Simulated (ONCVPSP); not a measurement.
# Pseudopotential generation for Br (Z = 35): ONCV, PBEsol, scalar-relativistic.

```json
{
 "Element": "bromine",
 "Generator": "ONCVPSP 4.0.1",
 "Type": "optimised norm-conserving Vanderbilt (ONCV)",
 "Functional": "PBEsol",
 "Relativity": "scalar-relativistic",
 "Frozen core": "[Ar]",
 "Valence charge": "17",
 "Reference configuration": "3d10 4s2 4p4.5 (charge +0.5)",
 "Partial waves": "4s: rc 1.45 bohr, ncon 3, nbas 7, qcut 3.8 1/bohr, 2 projectors, debl 0.6 Ha; 4p: rc 1.30 bohr, ncon 4, nbas 9, qcut 5.4 1/bohr, 2 projectors, debl 2.4 Ha; 3d: rc 0.60 bohr, ncon 4, nbas 8, qcut 22.4 1/bohr, 2 projectors, debl 1.9 Ha",
 "Local potential": "polynomial inside 0.60 bohr (lpopt 5, dvloc0 0 Ha)",
 "Core correction": "none"
}
```

In the s channel the program set the typed energies aside and used -0.922, 0.250 Ha. In the d channel the program set the typed energies aside and used -2.649, 0.250 Ha.

Poles of the logarithmic derivatives, all-electron (AE) and pseudo (PS). s: poles at 2.6 (AE) and 2.5 (PS) Ha. p: poles at no energy (AE) and 0.9 (PS) Ha. d: poles at no energy (AE) and no energy (PS) Ha. Test radii: s 1.48, p 1.32, d 0.61 bohr.

* Cutoffs needed: 229 Ha and 333 Ha (the cutoffs (Ha) at which the residual kinetic energy of the hardest occupied pseudo-wave falls to 1 and 0.1 mHa per electron)
* Ghost test: ghosts flagged at negative energy: s at -336.3 eV; GHOST(+) flagged for p at 24.7 eV; a true bound ghost makes a file unfit for plane-wave use
* Largest excitation error: -751 meV (all-electron minus pseudo) for 3d9 4s2 4p6, out of 4 test configurations
